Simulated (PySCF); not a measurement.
H4SeSiZn. Atoms are numbered in the order given.

```xyz
7

Zn    -0.1690    -0.2979     0.3345
Se     0.5714     1.1558    -1.3105
H      1.9494     1.0309    -0.7635
Si    -0.9287    -1.7847     2.0066
H     -1.8492    -2.8352     1.4376
H     -1.6834    -1.0658     3.0965
H      0.2254    -2.5046     2.6589
```

The structure is a stationary point at PBE-D3(BJ)/def2-SVP. Other conformers were not sampled.

Method: PBE-D3(BJ)/def2-SVP (PySCF 2.14.0).

Frequencies are harmonic and unscaled.

A small imaginary wavenumber (i) marks a very flat motion, where grid noise or a shallow saddle decides the sign.

Computed normal modes with their intensities:
| mode | ν (cm⁻¹) | IR (km/mol) | moving atoms (share of kinetic energy) |
|---|---|---|---|
| 1 | 19i | 3.8 | H 99 % |
| 2 | 71 | 4.2 | Zn 55 %, Si 21 %, Se 12 %, H 12 % |
| 3 | 73 | 3.0 | Zn 56 %, Si 21 %, Se 12 %, H 10 % |
| 4 | 224 | 6.0 | Se 45 %, Si 42 % |
| 5 | 357 | 24.1 | Zn 55 %, Si 31 %, Se 9 % |
| 6 | 420 | 2.3 | H 89 %, Si 10 % |
| 7 | 430 | 4.3 | H 87 %, Si 11 % |
| 8 | 524 | 4.0 | H 96 % |
| 9 | 822 | 274.5 | H 91 %, Si 9 % |
| 10 | 898 | 27.6 | H 98 % |
| 11 | 899 | 27.7 | H 98 % |
| 12 | 2136 | 71.5 | H 99 % |
| 13 | 2150 | 82.3 | H 96 % |
| 14 | 2151 | 82.3 | H 96 % |
| 15 | 2344 | 14.1 | H 99 % |
